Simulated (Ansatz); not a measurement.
`O[Si@H](F)C[Si@@H](O)F`. The species carries charge 0 and has multiplicity 1.

```xyz
13

O     2.017   -1.912    0.488
Si    0.604   -1.294   -0.039
F    -0.547   -1.587    1.053
C     0.618    0.545   -0.267
Si   -1.062    1.328   -0.429
O    -1.984    1.037    0.881
F    -1.726    0.705   -1.745
H     2.470   -1.502    1.226
H     0.262   -2.051   -1.255
H     1.219    0.784   -1.151
H     1.113    1.008    0.596
H    -1.028    2.792   -0.605
H    -1.954    0.148    1.246
```

**Question.** Give the diagnostics of a CCSD(T)/def2-TZVPP run (frozen core, the Gaussian-basis code of Ansatz). (An estimate is asked.)

**Answer.** Computed: T1 = 0.0117, largest single amplitude 0.014, largest double 0.011, (T) share of the correlation energy 3.2 %, 9 CCSD cycles. The RHF solution is stable towards an unrestricted one. T1 lies under the customary mark of 0.02 for closed shells.
